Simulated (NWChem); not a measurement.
System: CH₃Li; SMILES [Li][CH3]

```xyz
5

Li     0.0000     0.0000    -1.5789
C      0.0000     0.0000     0.3834
H      0.7156     0.7156     0.8120
H      0.2619    -0.9775     0.8120
H     -0.9775     0.2619     0.8120
```
Atoms are numbered in this order, from 1.

Program: NWChem. Pople sets run with spherical d functions. Coordinates come from a PBE0-D3(BJ)/def2-TZVP optimisation.

For level TPSS/3-21G:

| Property | Result |
|---|---|
| highest occupied level (eV) | -3.60 |
| orbital gap (eV) | 2.23 |
| dipole (D) | 4.63 |

Task: What are these values for level TPSS/6-31G*?

Result: highest occupied level (eV): -3.76
orbital gap (eV): 2.43
dipole (D): 4.94
